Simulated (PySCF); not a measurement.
# Ionisation energy of Se⁺ by level of theory

Se⁺ [Ar] 3d10 4s2 4p3 (4S) → Se²⁺ [Ar] 3d10 4s2 4p2 (3P), as a difference of total energies. Calculation: PySCF 2.14, in aug-cc-pVDZ-DK (6s5p3d, 36 functions); scalar relativity by spin-free X2C-1e. Correlated levels: valence: [Ar] 3d10 frozen. The calculations carry no spin-orbit coupling.

| method | ionisation energy (eV) |
| --- | --- |
| UHF | 20.841 |
| BP86 | 21.399 |
| MN15 | 21.434 |
| MP2 (valence) | 21.206 |
| SCS-MP2 (valence) | 21.078 |
| CCSD (valence) | 21.159 |
| CCSD(T) (valence) | 21.165 |

How much does correlation contribute at CCSD(T) (valence)?

21.165 − (20.841) = 0.324 eV, measured against UHF.

The reference lies between the lowest fine-structure levels, while these numbers refer to the centres of the terms.

Errors of the correlated levels include the incompleteness of this basis and the frozen core.

For comparison: 21.196 ± 0.01 eV (measured; NIST Atomic Spectra Database, ionization energies).
